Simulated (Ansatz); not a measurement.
Input for Ansatz (an electronic-structure program): R-wB97M-V/def2-TZVPP on CH5NOPb (SMILES C[O][Pb][NH2]). Elements past Kr take the def2 small-core potentials; no spin–orbit coupling.

Ansatz 0.2 input:
```yaml
crystal:
  periodic: [false, false, false]
  atoms:
    - {symbol: C, position_ang: [-1.80266535, -0.49162947, -0.18936011]}
    - {symbol: O, position_ang: [-0.43007616, -0.30970353, 0.04620175]}
    - {symbol: Pb, position_ang: [0.69170524, 1.25246742, -0.83224421]}
    - {symbol: N, position_ang: [2.41746486, 0.54334914, 0.17432063]}
    - {symbol: H, position_ang: [-1.98964807, -1.48161499, -0.62399891]}
    - {symbol: H, position_ang: [-2.23744007, 0.25122679, -0.87675038]}
    - {symbol: H, position_ang: [-2.36543444, -0.42972723, 0.75059980]}
    - {symbol: H, position_ang: [2.36894684, -0.26700181, 0.77614164]}
    - {symbol: H, position_ang: [3.34714719, 0.93263368, 0.13244445]}
basis:
  gaussian:
    orbitals: def2-TZVPP
hamiltonian:
  xc: {name: wB97M-V}
scf: {lower_state_search: off}
```

The head of its log:

```
WARN ansatz: RAYON_NUM_THREADS=1 ignored (pool sized by the plan → 1); use --threads N
Functional definition: wB97M-V
these checks for a lower state are left out or cut short: stability, starts, cluster_reference, orbital_swaps, neighbouring_geometries, increment
integrals: 0.16 GiB planned
1198 factors; their error is unknown
integrals: 0.19 GiB planned
336 factors; integrals over basis functions are off by at most 8.8e-6 eV
mean field: 1.35 GiB planned
mean field evaluation 1: about -9891.1871 eV, gradient 7.6e1 eV
mean field evaluation 2: about -9876.8104 eV, gradient 1.1e2 eV
```

### Question
What total energy does the run end on?

### Answer
-363.9068 hartree.
